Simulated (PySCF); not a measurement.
CH$_{9}$AlO$_{2}$Si$_{2}$, singlet, geometry from GFN2-xTB (such geometries of metal compounds can be far from the true shape), with bond 14-12 at 1.3 times its length; SVWN5/STO-3G run with PySCF.

The PySCF input:
```python
from pyscf import gto, scf, dft

mol = gto.M(
    atom='''
Al    0.328227    0.517411    0.468922
C     1.168480    1.860372    1.665972
H     1.792393    1.382469    2.420049
H     0.413247    2.460184    2.173924
H     1.792076    2.553553    1.101008
O    -0.785728    0.988621   -0.698016
Si   -1.870818    1.391488   -1.842135
H    -3.197806    1.074849   -1.309426
H    -1.564414    0.618294   -3.046731
H    -1.713334    2.830477   -2.071669
O     0.708594   -1.115714    0.587127
Si    1.042573   -2.706457    0.660993
H    -0.195330   -3.400072    1.022183
H     2.376350   -2.913248    2.006234
H     1.539281   -3.116498   -0.653854
''',
    basis='sto-3g',
    charge=0,
    spin=0,
    verbose=4,
)

mf = dft.RKS(mol)
mf.xc = 'lda,vwn'
mf.diis = False
mf.damp = 0.6
mf.diis_start_cycle = 200
mf.max_cycle = 150
mf.kernel()
mf.analyze()
```

Task: Predict the main parts of the log of this PySCF run.

Result: 
```
PySCF version 2.14.0

[INPUT] verbose = 4
[INPUT] num. atoms = 15
[INPUT] num. electrons = 72
[INPUT] charge = 0
[INPUT] spin (= nelec alpha-beta = 2S) = 0
[INPUT] symmetry False subgroup None
[INPUT] Mole.unit = angstrom
[INPUT] Symbol           X                Y                Z      unit          X                Y                Z       unit  Magmom
[...]
nuclear repulsion = 412.210100535493
number of shells = 33
number of NR pGTOs = 153
number of NR cGTOs = 51
basis = sto-3g
ecp = {}

******** <class 'pyscf.dft.rks.RKS'> ********
method = RKS
initial guess = minao
damping factor = 0.6
level_shift factor = 0
DIIS disabled
SCF conv_tol = 1e-09
SCF conv_tol_grad = None
SCF max_cycles = 150
direct_scf = True
direct_scf_tol = 1e-13
XC library pyscf.dft.libxc version 7.1.2
    S. Lehtola, C. Steigemann, M. J. T. Oliveira, and M. A. L. Marques,  SoftwareX 7, 1–5 (2018)
XC functionals = lda,vwn
    P. A. M. Dirac,  Math. Proc. Cambridge Philos. Soc. 26, 376 (1930)
    F. Bloch,  Z. Phys. 57, 545 (1929)
    S. H. Vosko, L. Wilk, and M. Nusair,  Can. J. Phys. 58, 1200 (1980)
radial grids:
    Treutler-Ahlrichs [JCP 102, 346 (1995); DOI:10.1063/1.469408] (M4) radial grids

becke partition: Becke, JCP 88, 2547 (1988); DOI:10.1063/1.454033
pruning grids: <function nwchem_prune>
grids dens level: 3
symmetrized grids: False
atomic radii adjust function: <function treutler_atomic_radii_adjust>
small_rho_cutoff = 0
Set gradient conv threshold to 3.16228e-05
Initial guess from minao.
tot grids = 188096
init E= -998.004946553267
[...]
cycle= 1 E= -997.834608971019  delta_E= 0.17  |g|= 1.07  |ddm|= 4.56
[...]
cycle= 2 E= -998.252777047765  delta_E= -0.418  |g|= 0.173  |ddm|= 1.42
[...]
cycle= 3 E= -998.262533706947  delta_E= -0.00976  |g|= 0.0294  |ddm|= 0.25
[...]
cycle= 4 E= -998.262805919191  delta_E= -0.000272  |g|= 0.0115  |ddm|= 0.0392
[...]
cycle= 5 E= -998.262846792918  delta_E= -4.09e-05  |g|= 0.0061  |ddm|= 0.0133
[...]
cycle= 6 E= -998.26285727337  delta_E= -1.05e-05  |g|= 0.00333  |ddm|= 0.00586
[...]
cycle= 7 E= -998.262860396777  delta_E= -3.12e-06  |g|= 0.00189  |ddm|= 0.00323
[...]
cycle= 8 E= -998.262861368095  delta_E= -9.71e-07  |g|= 0.00107  |ddm|= 0.00178
[...]
cycle= 9 E= -998.262861675938  delta_E= -3.08e-07  |g|= 0.000613  |ddm|= 0.00101
[...]
cycle= 10 E= -998.262861774724  delta_E= -9.88e-08  |g|= 0.000352  |ddm|= 0.000576
[...]
cycle= 11 E= -998.262861806734  delta_E= -3.2e-08  |g|= 0.000203  |ddm|= 0.00033
[...]
cycle= 12 E= -998.262861817191  delta_E= -1.05e-08  |g|= 0.000118  |ddm|= 0.00019
[...]
cycle= 13 E= -998.262861820629  delta_E= -3.44e-09  |g|= 6.83e-05  |ddm|= 0.000109
[...]
cycle= 14 E= -998.262861821764  delta_E= -1.13e-09  |g|= 3.97e-05  |ddm|= 6.32e-05
[...]
cycle= 15 E= -998.262861822144  delta_E= -3.8e-10  |g|= 2.32e-05  |ddm|= 3.66e-05
[...]
Extra cycle  E= -998.262861822338  delta_E= -1.94e-10  |g|= 1.32e-06  |ddm|= 5.3e-05
converged SCF energy = -998.262861822338
**** SCF Summaries ****
Total Energy =                        -998.262861822338209
Nuclear Repulsion Energy =             412.210100535493211
One-electron Energy =                -2217.453522830565362
Two-electron Energy =                  806.980560472733941
Two-electron Coulomb Energy =          888.867234158579777
DFT Exchange-Correlation Energy =      -81.886673685845878
HOMO-LUMO gap [eV] =                     5.680237612275966
**** MO energy ****
[...]
 ** Mulliken pop on meta-lowdin orthogonal AOs  **
 ** Mulliken pop  **
 ** Mulliken atomic charges  **
charge of    0Al =      0.61787
charge of    1C =     -0.35028
charge of    2H =      0.04886
charge of    3H =      0.04758
charge of    4H =      0.04754
charge of    5O =     -0.36245
charge of    6Si =      0.49867
charge of    7H =     -0.10858
charge of    8H =     -0.11016
charge of    9H =     -0.11149
charge of   10O =     -0.34359
charge of   11Si =      0.47311
charge of   12H =     -0.10493
charge of   13H =     -0.13721
charge of   14H =     -0.10495
Dipole moment(X, Y, Z, Debye): -0.66923,  0.20804, -0.65820
```
